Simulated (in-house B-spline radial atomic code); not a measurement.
**RPA and G0W0 on LC-wPBE: Si V (Si4+)**

Configuration [He] 2s2 2p6, mean-field start LC-wPBE. Computed with a B-spline radial code for spherical atoms: all electrons, scalar-relativistic (spin-free one-electron X2C), finite nucleus, each spin shell either full or empty, empty states to l = 9 with an (l + 1/2)⁻⁴ tail; G0W0 by contour deformation at full frequency.

Command:
```bash
python run_gw.py task.json out
```
Settings (radii: box in bohr, nucleus in fm):
```
Z                        14
electrons                10
configuration            [He] 2s2 2p6
hamiltonian              x2c
method                   lc_wpbe
lmax                     9
rms_radius               3.1224
spin_polarised           False
box_radius               11.96
intervals                69
```

Time taken, with all properties: 1.2 s on 1 thread of Intel(R) Xeon(R) Platinum 8488C (Sapphire Rapids) (shared host).

Energies (hartree):

```csv
term,value
mean-field total,-286.08243
Hartree-Fock functional on these orbitals,-285.77394
direct second order,-0.66208
second-order exchange,0.23488
SOSEX correction,0.21912
```

(1) What is the RPA correlation energy, and what remains with SOSEX?

Quasi-particle levels (eV):

| level | occupied | mean field | Σx - vxc | Σc | QP weight | G0W0 |
| --- | --- | --- | --- | --- | --- | --- |
| 2p | yes | -154.49 | -14.46 | ? | ? | ? |
| 2s | yes | -198.54 | -22.17 | 4.82 | 0.956 | -215.90 |
| 3s | no | -46.54 | 1.91 | -0.52 | 0.997 | -45.16 |

G0W0 = mean field + (Σx - vxc) + Σc, with Σc (partial-wave tail included) taken at the quasi-particle energy. Levels of low weight are left out.

(2) Where does G0W0 put 2p?

Results:

(1) RPA gives -0.59964 hartree (-1.63 eV per electron); RPA + SOSEX gives -0.38052, and the second-order doubles -0.4272 hartree (no singles). RPA lacks exchange-type terms and so overcorrelates at short range.

(2) At -167.02 eV, with Σc = 1.93 eV and a quasi-particle weight of 0.971. The tabulated removal energy is 166.767 ± 0.003 eV (NIST, measured); the calculation leaves out spin-orbit coupling, Breit and QED terms, and what these don't explain is the method's own error.
